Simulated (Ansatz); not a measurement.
```yaml
crystal:
  periodic: [false, false, false]
  atoms:
    - {symbol: Ti, position_ang: [-0.030015, -0.022655, 0.168840]}
    - {symbol: H, position_ang: [1.650431, 0.054351, -0.071335]}
    - {symbol: H, position_ang: [-0.593932, 1.418523, -0.233762]}
    - {symbol: H, position_ang: [-0.903909, -1.428486, 0.111955]}
basis:
  gaussian: {orbitals: def2-SVP, point_charges: [{charge: 1.00, position_ang: [4.544, 0.860, 0.290]}]}
magnetization: {spin_polarized: true, initial_magnetization: 1}
hamiltonian: {xc: {name: B97M-V}}
scf: {omitted_lower_state_checks: [starts]}
output: {forces: true}
```

```sh
$ ansatz run in.yaml --threads 4 --pin off --events-out ev --progress --plain --max-ram 3916MiB
```

It prints (some lines left out):

```
Functional definition: B97M-V
554 factors; their error is unknown
mean field evaluation 1: about -23150.9722 eV, gradient 1.1e1 eV
mean field evaluation 2: about -23151.6645 eV, gradient 7.8e0 eV
mean field evaluation 4: about -23152.0798 eV, gradient 1.4e0 eV
mean field evaluation 8: about -23152.1163 eV, gradient 3.4e-1 eV
mean field evaluation 16: about -23152.4068 eV, gradient 8.5e-3 eV
mean field evaluation 32: about -23152.4054 eV, gradient 1.3e-5 eV
mean field -23152.40538226 eV, -850.8352045341 hartree, gradient 4.2e-6 eV, S^2 0.768381; 0 other end points of the search recorded, 0 dependent functions left out
reference -23152.40545763 eV, -850.8352073039 hartree; 13, 12 occupied and 33, 34 virtual orbitals, 554 factors
Total energy: -23152.40545763 eV, -850.8352073039 hartree
Atom 0 at    -0.030015    -0.022655     0.168840 Å, force     0.313485    -0.529156     0.509891 eV/Å
Atom 1 at     1.650431     0.054351    -0.071335 Å, force     1.243759    -0.030896     0.082633 eV/Å
Atom 2 at    -0.593932     1.418523    -0.233762 Å, force    -0.779728     1.286349    -0.386792 eV/Å
Atom 3 at    -0.903909    -1.428486     0.111955 Å, force    -0.441393    -0.623230    -0.107128 eV/Å
Dipole moment:    -0.449700    -0.070978     0.284931 e Å
Checks for a lower state left out: starts
```

It took 1.8 s on 4 threads of AMD EPYC 9R45 on a shared host.
